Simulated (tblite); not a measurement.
Species: C6H7BrO.
Atom-mapped SMILES: `[CH2:1]=[CH:2][C@@H:3]1[CH2:4][C@@H:5]1[C:6](=[O:7])[Br:8]` (hydrogens: H9, H10 on C1; H11 on C2; H12 on C3; H13, H14 on C4; H15 on C5)

Computed with GFN2-xTB (tblite), gas phase: L-BFGS steps from a force-field or distance-geometry start until the largest atomic force falls under 0.01 eV/Å.

The end geometry, which sets the zero of energy:
```
atom  x, y, z in Å
C1     -2.3541   -0.8577    0.0753
C2     -1.2419   -0.2104   -0.2313
C3     -0.2803    0.2587    0.7765
C4      0.5635    1.4586    0.5246
C5      1.2370    0.1053    0.5501
C6      1.7070   -0.4484   -0.7062
O7      1.3682   -0.2369   -1.8199
Br8     3.1592   -1.7732   -0.4017
H9     -2.6180   -1.0852    1.0954
H10    -3.0462   -1.1810   -0.6814
H11    -0.9967    0.0066   -1.2611
H12    -0.5827    0.0663    1.7996
H13     0.7832    2.1332    1.3373
H14     0.4767    1.9337   -0.4415
H15     1.8209   -0.1617    1.4200
```

Question: These geometries come from the run, each turned onto the end geometry. Order them by energy, lowest first.
A.
```
atom  x, y, z in Å
C1     -2.2973   -0.9058    0.0435
C2     -1.2879   -0.0972   -0.2307
C3     -0.3084    0.3296    0.7803
C4      0.6089    1.4678    0.5158
C5      1.1953    0.0714    0.5660
C6      1.6407   -0.5355   -0.6727
O7      1.2164   -0.4544   -1.7735
Br8     3.2525   -1.6624   -0.3754
H9     -2.4644   -1.2968    1.0330
H10    -2.9942   -1.2104   -0.7153
H11    -1.1413    0.2820   -1.2311
H12    -0.6322    0.1515    1.7987
H13     0.8926    2.1380    1.3126
H14     0.5492    1.9338   -0.4575
H15     1.7658   -0.2038    1.4419
```
B.
```
atom  x, y, z in Å
C1     -1.9292   -1.1823   -0.0458
C2     -1.3504    0.0036   -0.1176
C3     -0.3080    0.4826    0.8277
C4      0.6223    1.5888    0.4467
C5      1.1771    0.1995    0.5855
C6      1.5953   -0.4938   -0.6294
O7      1.8386   -0.0713   -1.7059
Br8     1.7292   -2.4431   -0.3092
H9     -1.6655   -1.9114    0.7017
H10    -2.6838   -1.4838   -0.7510
H11    -1.6278    0.7015   -0.8987
H12    -0.5987    0.4177    1.8728
H13     0.9135    2.3403    1.1668
H14     0.5397    1.9468   -0.5707
H15     1.7434   -0.0872    1.4628
```
C.
```
atom  x, y, z in Å
C1     -2.1908   -0.9910    0.0108
C2     -1.2969   -0.0435   -0.2208
C3     -0.3113    0.3884    0.7861
C4      0.6211    1.5078    0.5018
C5      1.1911    0.1077    0.5807
C6      1.5903   -0.5397   -0.6537
O7      1.2055   -0.3817   -1.7625
Br8     2.9934   -1.9164   -0.3212
H9     -2.2246   -1.5218    0.9481
H10    -2.9185   -1.2685   -0.7288
H11    -1.2551    0.4507   -1.1800
H12    -0.6366    0.2412    1.8094
H13     0.9057    2.1933    1.2849
H14     0.5721    1.9501   -0.4829
H15     1.7504   -0.1688    1.4636
```
D.
```
atom  x, y, z in Å
C1     -1.9595   -1.1234   -0.0468
C2     -1.2733   -0.0027   -0.1821
C3     -0.3177    0.4979    0.8317
C4      0.6392    1.5877    0.5026
C5      1.1708    0.1769    0.6001
C6      1.4550   -0.5255   -0.6420
O7      1.2225   -0.2199   -1.7609
Br8     2.2593   -2.3030   -0.2999
H9     -1.9085   -1.7162    0.8497
H10    -2.5951   -1.4905   -0.8309
H11    -1.3297    0.5704   -1.0962
H12    -0.6261    0.3911    1.8655
H13     0.9336    2.2865    1.2731
H14     0.5817    2.0110   -0.4914
H15     1.7436   -0.1324    1.4631
```
E.
```
atom  x, y, z in Å
C1     -2.3651   -0.8402    0.0710
C2     -1.2433   -0.2104   -0.2339
C3     -0.2807    0.2506    0.7757
C4      0.5695    1.4444    0.5258
C5      1.2361    0.0858    0.5577
C6      1.7002   -0.4652   -0.7028
O7      1.3090   -0.3096   -1.8068
Br8     3.2584   -1.6683   -0.4201
H9     -2.6307   -1.0709    1.0893
H10    -3.0657   -1.1502   -0.6834
H11    -0.9962    0.0114   -1.2607
H12    -0.5971    0.0754    1.7972
H13     0.7805    2.1189    1.3405
H14     0.5015    1.9164   -0.4429
H15     1.8194   -0.1802    1.4290
```

Answer: E (0.004 eV), A (0.017 eV), C (0.029 eV), D (0.086 eV), B (0.170 eV).

In the order of the answer:

```json
{"step": "92", "E above end (eV)": "0.004", "largest force (eV/Å)": "0.17", "rms force component (eV/Å)": "0.037", "rms distance from end (Å)": "0.049", "rms bond change (Å)": "0.001", "bond most changed (Å)": "C4–C5 +0.002"}
{"step": "78", "E above end (eV)": "0.017", "largest force (eV/Å)": "0.06", "rms force component (eV/Å)": "0.023", "rms distance from end (Å)": "0.152", "rms bond change (Å)": "0.001", "bond most changed (Å)": "C4–C5 +0.004"}
{"step": "61", "E above end (eV)": "0.029", "largest force (eV/Å)": "0.15", "rms force component (eV/Å)": "0.039", "rms distance from end (Å)": "0.255", "rms bond change (Å)": "0.002", "bond most changed (Å)": "C6–Br8 +0.004"}
{"step": "44", "E above end (eV)": "0.086", "largest force (eV/Å)": "0.09", "rms force component (eV/Å)": "0.037", "rms distance from end (Å)": "0.484", "rms bond change (Å)": "0.004", "bond most changed (Å)": "C2–C3 +0.011"}
{"step": "10", "E above end (eV)": "0.170", "largest force (eV/Å)": "0.15", "rms force component (eV/Å)": "0.050", "rms distance from end (Å)": "0.658", "rms bond change (Å)": "0.007", "bond most changed (Å)": "C2–C3 +0.017"}
```

Run on one thread, Arm Neoverse V2, shared host.
